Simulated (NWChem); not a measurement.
# Correlation energy of silicon monosulfide (SSi)

```xyz
2

Si     0.0000     0.0000     1.0345
S      0.0000     0.0000    -0.9052
```
Charge 0, spin multiplicity 1.

The numbers come from NWChem runs, not from measurements. The geometry was optimised at PBE0/def2-SVP, a minimum by its harmonic frequencies.

Basis set: cc-pVQZ. Each correlation energy counts from its own Hartree-Fock reference.

The correlated methods keep 10 core orbitals frozen. No row is a measurement; the coupled-cluster row has its own basis-set and correlation limits.

Question: For the correlation energy, RI-MP2 gives -281.2 mHa and MP2 gives -281.2 mHa. What do SCS-MP2, CR-CCSD[T], CR-CCSD(T) give?

Answer: SCS-MP2: -281.6 mHa; CR-CCSD[T]: -315.4 mHa; CR-CCSD(T): -314.8 mHa.
